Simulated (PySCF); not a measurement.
Correlation energy of Ge (germanium, neutral)

[Ar] 3d10 4s2 4p2, high-spin 3P determinant. All numbers are calculated (PySCF 2.14, no relativity, point nucleus, in def2-TZVP). Frozen: [Ar] 3d10; 4 electrons correlated.

MP2 pair energies summed by pair of shells (mhartree):

```
 pair  energy  share (%)
4s-4p  -30.04       60.2
4s-4s  -15.10       30.2
4p-4p   -4.79        9.6
```

Total MP2 correlation energy: -49.94 mhartree.

Same-spin part -8.52 and opposite-spin part -41.42 mhartree; SCS-MP2 scales them by 1/3 and 6/5 to -52.54 mhartree.

```csv
level,correlation energy (mhartree)
CCSD,-64.78
(T),-1.81
CCSD(T),-66.59
```

Diagnostics: T1 = 0.0092, D1 = 0.0247, largest double amplitude 0.095.

Question: Is a single reference adequate?

Answer: Mostly. T1 lies below 0.03, but a double amplitude of this size points to a near-degeneracy that CCSD handles and MP2 describes poorly.
